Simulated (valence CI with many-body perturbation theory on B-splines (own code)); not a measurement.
## E1 line list for Tb32+

Computed by configuration interaction combined with many-body perturbation theory (CI+MBPT): five valence electrons over a frozen Dirac-Fock core [Ar] 3d10, radial functions for each j: 11 s, 11 p, 10 d, 8 f, 5 g, 2 h, with the one-electron correlation potential Σ1, the two-electron term Σ2, the three-electron term Σ3, Breit, model QED; selected CI, second order for the rest, scaled by the run's own slope (own B-spline code, finite nucleus).

No measured spectrum was set against this ion. As an estimate, large intervals hold to a few tenths of a per cent, small ones and those within an open d or f shell to about a per cent. Among the levels kept, up to 2000 cm⁻¹ of a level comes from second order outside the variational space, and about a tenth of that is noise between levels of different J, which matters for small intervals.

Lines 151 to 200 of 545 in falling wavelength, among levels below 370.14 eV, chosen from the strongest by gf and those to the six lowest levels. Wavelengths and rates use the calculated energies. Electric multipoles are in the length gauge, E1 and E2 with the static RPA response of the core. Weak lines are less certain than strong ones. Lines between different terms over intervals too small for the method are left out, as are lines whose strength nearly cancels. Where a level lies close to another of its J and parity, the split of strength between their lines is uncertain. The highest levels of a list are the least certain.

Levels are named by their leading jj configuration (3d3/2^4 stands for four electrons in 3d with j = 3/2), which in mixed levels can hold well under half, so a name can repeat and another be missing. Letters in brackets count levels of one name in rising energy.

```tsv
λ vac (nm)	Upper	Lower	A (s⁻¹)	S (a.u.)
8.971	(4s 4p1/2 4p3/2^2 4d5/2) J=5/2 [c]	(4s^2 4p1/2 4p3/2 4d3/2) J=7/2	6.07e+10	1.30e-01
8.970	(4s 4p1/2 4p3/2^2 4d5/2) J=3/2 [b]	(4s 4p1/2 4p3/2^3) J=5/2	4.83e+10	6.88e-02
8.954	(4s^2 4p3/2 4d3/2 4d5/2) J=5/2 [c]	(4s^2 4p3/2^2 4d3/2) J=3/2 [a]	3.14e+10	6.68e-02
8.953	(4s^2 4p1/2 4p3/2 4f7/2) J=9/2 [b]	(4s^2 4p1/2 4p3/2 4d5/2) J=7/2 [b]	2.86e+10	1.01e-01
8.945	(4s^2 4p1/2^2 4d5/2) J=5/2	(4s^2 4p1/2^2 4p3/2) J=3/2	1.43e+11	3.03e-01
8.941	(4s^2 4p1/2 4p3/2 4d5/2) J=3/2 [a]	(4s^2 4p1/2 4p3/2^2) J=3/2	8.35e+10	1.18e-01
8.935	(4s 4p1/2 4p3/2^2 4d5/2) J=3/2 [a]	(4s^2 4p1/2 4p3/2 4d3/2) J=3/2	3.47e+10	4.89e-02
8.932	(4s^2 4p1/2 4p3/2 4f5/2) J=3/2 [a]	(4s^2 4p1/2 4p3/2 4d5/2) J=3/2 [b]	3.42e+10	4.82e-02
8.916	(4s 4p1/2 4p3/2^2 4d5/2) J=5/2 [c]	(4s 4p1/2 4p3/2^3) J=5/2	3.61e+10	7.58e-02
8.913	(4s 4p1/2 4p3/2^2 4d5/2) J=7/2 [e]	(4s^2 4p1/2 4p3/2 4d5/2) J=7/2 [a]	2.30e+10	6.42e-02
8.912	(4s^2 4p1/2 4d5/2^2) J=1/2	(4s^2 4p1/2 4p3/2 4d5/2) J=1/2	7.36e+10	5.14e-02
8.900	(4s^2 4p1/2 4p3/2 4f7/2) J=7/2 [a]	(4s^2 4p1/2 4p3/2 4d5/2) J=7/2 [b]	2.23e+10	6.20e-02
8.896	(4s^2 4p1/2 4p3/2 4d5/2) J=5/2 [a]	(4s^2 4p1/2 4p3/2^2) J=5/2	1.50e+11	3.13e-01
8.892	(4s 4p1/2 4p3/2^2 4d5/2) J=3/2 [e]	(4s 4p1/2 4p3/2^3) J=3/2 [b]	8.74e+10	1.21e-01
8.891	(4s^2 4p1/2 4p3/2 4f7/2) J=7/2 [b]	(4s^2 4p1/2 4p3/2 4d5/2) J=5/2 [b]	1.99e+10	5.52e-02
8.888	(4s^2 4p1/2 4d5/2^2) J=5/2	(4s^2 4p1/2 4p3/2 4d5/2) J=7/2 [b]	1.72e+11	3.57e-01
8.882	(4s^2 4p1/2 4d5/2^2) J=3/2	(4s^2 4p1/2 4p3/2 4d5/2) J=3/2 [b]	4.44e+10	6.14e-02
8.877	(4s^2 4p1/2 4d5/2^2) J=9/2	(4s^2 4p1/2 4p3/2 4d5/2) J=9/2	5.75e+10	1.99e-01
8.871	(4s^2 4p1/2 4d5/2^2) J=7/2	(4s^2 4p1/2 4p3/2 4d5/2) J=9/2	4.73e+10	1.30e-01
8.869	(4s^2 4p1/2^2 4f5/2) J=5/2	(4s^2 4p1/2^2 4d5/2) J=5/2	3.62e+10	7.48e-02
8.869	(4s 4p1/2^2 4p3/2 4d5/2) J=3/2 [b]	(4s 4p1/2^2 4p3/2^2) J=1/2	1.05e+11	1.44e-01
8.867	(4s^2 4p3/2 4d3/2 4d5/2) J=7/2 [c]	(4s^2 4p3/2^2 4d3/2) J=7/2	6.90e+10	1.90e-01
8.867	(4s^2 4p1/2 4d3/2 4d5/2) J=5/2	(4s 4p1/2 4p3/2^3) J=3/2 [b]	8.05e+10	1.66e-01
8.865	(4s 4p1/2 4p3/2^2 4d5/2) J=1/2 [b]	(4s 4p1/2 4p3/2^3) J=3/2 [a]	1.52e+11	1.05e-01
8.860	(4s^2 4p3/2 4d3/2 4d5/2) J=1/2	(4s^2 4p3/2^2 4d3/2) J=3/2 [a]	1.89e+11	1.30e-01
8.857	(4s 4p1/2 4p3/2^2 4d5/2) J=5/2 [d]	(4s^2 4p1/2 4p3/2 4d3/2) J=7/2	7.97e+10	1.64e-01
8.855	(4s^2 4p1/2 4d5/2^2) J=5/2	(4s^2 4p1/2 4p3/2 4d5/2) J=3/2 [b]	5.62e+10	1.16e-01
8.848	(4s 4p1/2 4p3/2^2 4d5/2) J=5/2 [h]	(4s^2 4p1/2 4p3/2 4d3/2) J=5/2 [b]	2.51e+10	5.15e-02
8.835	(4s^2 4p1/2 4d3/2^2) J=1/2	(4s^2 4p1/2 4p3/2 4d3/2) J=1/2 [a]	6.92e+10	4.71e-02
8.804	(4s 4p1/2^2 4p3/2 4d5/2) J=3/2 [c]	(4s 4p1/2^2 4p3/2^2) J=1/2	5.05e+10	6.81e-02
8.803	(4s 4p1/2 4p3/2^2 4d5/2) J=5/2 [d]	(4s 4p1/2 4p3/2^3) J=5/2	2.47e+10	4.99e-02
8.802	(4s^2 4p3/2 4d3/2 4d5/2) J=5/2 [d]	(4s^2 4p3/2^2 4d3/2) J=3/2 [a]	5.52e+10	1.12e-01
8.797	(4s 4p1/2 4p3/2^2 4d5/2) J=7/2 [c]	(4s 4p1/2 4p3/2^3) J=5/2	2.57e+10	6.92e-02
8.789	(4s^2 4p3/2 4d3/2 4d5/2) J=3/2	(4s^2 4p3/2^2 4d3/2) J=5/2	2.07e+11	2.78e-01
8.783	(4s^2 4p3/2 4d5/2^2) J=7/2	(4s^2 4p3/2^2 4d5/2) J=9/2	2.23e+11	5.96e-01
8.774	(4s^2 4p1/2 4p3/2 4d5/2) J=3/2 [c]	(4s^2 4p1/2 4p3/2^2) J=1/2	2.14e+11	2.85e-01
8.759	(4s^2 4p3/2 4d5/2^2) J=7/2	(4s^2 4p3/2^2 4d3/2) J=5/2	1.63e+10	4.33e-02
8.755	(4s^2 4p1/2 4d3/2 4d5/2) J=3/2	(4s^2 4p1/2 4p3/2 4d5/2) J=3/2 [a]	1.09e+11	1.44e-01
8.751	(4s 4p1/2 4p3/2^2 4d5/2) J=5/2 [a]	(4s 4p1/2 4p3/2^3) J=3/2 [a]	6.85e+10	1.36e-01
8.749	(4s^2 4p1/2 4p3/2 4d5/2) J=3/2 [b]	(4s^2 4p1/2 4p3/2^2) J=5/2	2.93e+11	3.87e-01
8.739	(4s^2 4p1/2 4d3/2 4d5/2) J=7/2 [b]	(4s^2 4p1/2 4p3/2 4d3/2) J=5/2 [b]	2.40e+10	6.32e-02
8.736	(4s^2 4p1/2 4d5/2^2) J=3/2	(4s^2 4p1/2 4p3/2 4d5/2) J=5/2 [a]	1.20e+11	1.59e-01
8.728	(4s 4p1/2 4p3/2^2 4d5/2) J=3/2 [b]	(4s^2 4p1/2 4p3/2 4d3/2) J=3/2	4.11e+10	5.39e-02
8.721	(4s^2 4p1/2 4p3/2 4f7/2) J=7/2 [a]	(4s^2 4p1/2 4p3/2 4d5/2) J=5/2 [a]	5.38e+10	1.41e-01
8.720	(4s 4p1/2 4p3/2^2 4d5/2) J=3/2 [a]	(4s 4p1/2 4p3/2^3) J=3/2 [a]	6.38e+10	8.35e-02
8.717	(4s^2 4p1/2 4p3/2 4d5/2) J=7/2 [b]	(4s^2 4p1/2 4p3/2^2) J=5/2	2.23e+11	5.84e-01
8.709	(4s^2 4p1/2 4d5/2^2) J=5/2	(4s^2 4p1/2 4p3/2 4d5/2) J=5/2 [a]	1.69e+11	3.30e-01
8.706	(4s 4p1/2^2 4p3/2 4d5/2) J=7/2 [a]	(4s 4p1/2^2 4p3/2^2) J=5/2	1.59e+11	4.14e-01
8.704	(4s 4p1/2 4p3/2^2 4d5/2) J=5/2 [e]	(4s^2 4p1/2 4p3/2 4d3/2) J=7/2	3.01e+10	5.87e-02
8.703	(4s 4p1/2 4p3/2^2 4d5/2) J=3/2 [b]	(4s^2 4p1/2 4p3/2 4d3/2) J=5/2 [a]	1.29e+11	1.67e-01
```
